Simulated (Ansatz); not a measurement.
Reactions of C2H7BOS (`CCB(O)S`).

Computed with Ansatz on PBE0-D4/def2-TZVP structures; ΔE is electronic, products minus reactants. CBS: MP2 limit from def2 TZ/QZ plus the TZ coupled-cluster correction, frozen cores. This one scheme is used for every species. DFT in def2-TZVPP. Elements past krypton have def2 core potentials. For Sn outer-core shells are correlated without core-valence functions, which leaves a few kJ/mol of doubt a bond. Each species was taken in one conformer, which may not be the lowest.

```tsv
reaction	MP2/CBS(def2) (kcal/mol)	r2SCAN-D4 (kcal/mol)	B2PLYP (kcal/mol)	CCSD(T)/CBS(def2) (kcal/mol)
`CCB(O)S` + ethane → `CCB(O)CC` + H₂S	19.7	20.4	19.9	18.6
`CCB(O)S` + `OC(=S)S` → `CCOC(=S)S` + `OBS`	21.6	20.8	20.1	20.9
`CCB(O)S` + `[OH][SnH]([OH])[OH]` → `C[O][SnH]([OH])[OH]` + `CB(O)S`	13.5	11.4	11.2	12.3
`CCB(O)S` + `C1=NCS1` → `CC1=NCS1` + `CB(O)S`	-10.8	-11.2	-10.7	-10.1
`CCB(O)S` + `BCl` → `CCB(O)BCl` + H₂S	25.3	24.7	24.2	23.2
`CCB(O)S` + CH₄ → `CB(O)S` + ethane	0.3	-0.1	-0.6	0.1
`CCB(O)S` + H₂S → `CCB(S)S` + H₂O	9.1	12.0	13.2	10.9
`CCB(O)S` + `B[SiH2]O` → `B[SiH2]OCC` + `OBS`	20.9	19.0	17.9	19.4
```

Largest T1 diagnostic: 0.017, for `OC(=S)S`.
